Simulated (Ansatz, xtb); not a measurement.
## Ranking isomers of FNaSSi

3 gas-phase structures of FNaSSi, found in a search over its isomers (lower ones may exist). Each was relaxed with GFN2-xTB:

A. `F[Si]([Na])=S`, a singlet
B. a singlet given by its coordinates
C. a singlet given by its coordinates

B (Å):

```xyz
4

F     0.0682    0.7323   -1.3768
Na   -0.4101   -1.0510   -0.6938
S    -0.6460    0.2659    1.4371
Si   -0.0885    1.6808    0.0699
```

Close contacts (Å): F1–Na2 1.97, F1–Si4 1.74, Na2–S3 2.52, Na2–Si4 2.85, S3–Si4 2.05.

C (Å):

```yaml
atoms:
  - { symbol: F, position_ang: [-2.6630, 2.8437, 3.9497] }
  - { symbol: Na, position_ang: [0.3167, 0.1710, 2.2295] }
  - { symbol: S, position_ang: [-0.0812, 1.4203, 4.3812] }
  - { symbol: Si, position_ang: [-1.6625, 1.8411, 3.1363] }
```

Close contacts (Å): F1–Si4 1.63, Na2–S3 2.52, Na2–Si4 2.74, S3–Si4 2.06.

Task: Estimate their order in r2SCAN-D4/def2-SVP energy at these geometries, lowest first.

Result: Calculated order at r2SCAN-D4/def2-SVP: B (0.0), C (10.4), A (23.7) kcal/mol.

Energies above the lowest of each column, in kcal/mol; the last columns are at r2SCAN-D4/def2-TZVP geometries and were run for some of them only (a dash: not run or not comparable):

| structure | GFN2-xTB | HF/STO-3G | r2SCAN-D4/def2-SVP | r2SCAN-D4/def2-TZVP | CCSD(T)/def2-TZVPP |
| --- | --- | --- | --- | --- | --- |
| B | 0.0 | 0.0 | 0.0 | 0.0 | 0.0 |
| C | 4.9 | 35.4 | 10.4 | 8.5 | 9.4 |
| A | 7.0 | 66.0 | 23.7 | – | – |

Every level run on B puts it lowest or level with the lowest. Some further structures that were screened fall inside this span and aren't listed. Frequencies (r2SCAN-D4/def2-TZVP) were run for B, C alone.

Programs: Ansatz 0.2.0, xtb 6.7.1.
